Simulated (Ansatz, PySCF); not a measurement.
Reaction 2 R1 + R2 → 2 P1 + P2, each structure at its B3LYP-D3(BJ)/def2-TZVP stationary point, reached from a drawn start (curvature not checked).
P1: CH4 (SMILES C), charge 0, multiplicity 1.
R1: H2 (SMILES [H][H]), charge 0, multiplicity 1.
P2: SiH4 (SMILES [SiH4]), charge 0, multiplicity 1.
R2: C2H8Si (SMILES C[SiH2]C), charge 0, multiplicity 1.

P less R. No zero-point or thermal terms.

Correlated levels freeze the cores.

Programs: Ansatz (a program for electronic structure) with Gaussian orbitals; PySCF for the D3/D4 terms. Each number belongs to the level named beside it.

```tsv
level	reaction energy (eV)
HF/cc-pV(T+d)Z	-0.996
B97M-V/def2-TZVPP	-0.664
B3LYP-D3(BJ)/def2-TZVPP	-0.625
PBE0-D3(BJ)/def2-TZVPP	-0.572
wB97X-V/def2-TZVPP	-0.607
wB97M-V/def2-TZVPP	-0.563
B2PLYP/def2-TZVPP	-0.686
SCS-MP2/cc-pV(D+d)Z	-0.807
SCS-MP2/cc-pV(Q+d)Z	___
```

### Question
Some entries are withheld; supply them.

### Answer

- SCS-MP2/cc-pV(Q+d)Z, reaction energy (eV): -0.591
